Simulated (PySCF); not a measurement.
Hf(OH)2(H)2 (H₄HfO₂), SMILES [OH][HfH2][OH], multiplicity 1. Heavy atoms are numbered as in [HfH2:1]([OH:2])[OH:4]. Hydrogens are named by the atom that carries them.

Geometry optimised at PBE0-D3(BJ)/def2-TZVP. The spin state was assumed, not searched. The def2 effective core potentials stand for the cores of Hf; spin–orbit coupling is left out. One conformer was computed; it need not be the lowest.

Method: PBE/def2-TZVPD in PySCF.

Mulliken values depend strongly on the basis, most of all with diffuse functions as here. ESP charges are fitted to the potential on shells at 1.4 to 2.0 van der Waals radii. Atomic charges (e), one atom of each kind:

```csv
atom,ESP fit,Mulliken
Hf1 (HfH2),1.37,0.99
O2 (OH),-0.83,-0.55
H on O2,0.47,0.26
H on Hf1,-0.33,-0.21
```
